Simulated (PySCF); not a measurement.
B(OH)(OMe)(SiH3) (CH7BO2Si), SMILES COB(O)[SiH3]. Geometry: B3LYP-D3(BJ)/def2-SVP. This is a generated structure with no PubChem entry under its InChIKey; it may be hypothetical. Other conformers were not sampled.

Problem. Give the equilibrium geometry at B3LYP-D3(BJ)/def2-SVP (PySCF confirms it by a frequency run) as Cartesian coordinates in Å, and its point group. (The exact figures need the calculation; the answer reports its results.)

Solution. One answer among several that fit: point group Cs.
```xyz
12

B      0.6440    -0.0339     0.0000
O      1.9689     0.2861     0.0000
H      2.1342     1.2352     0.0000
O      0.3681    -1.3599     0.0000
C     -0.9153    -1.9339     0.0000
H     -1.0368    -2.5682    -0.8930
H     -1.0368    -2.5682     0.8930
H     -1.7220    -1.1793     0.0000
Si    -0.8020     1.4259     0.0000
H     -1.6892     1.3515     1.2025
H     -1.6892     1.3515    -1.2025
H     -0.1556     2.7777     0.0000
```
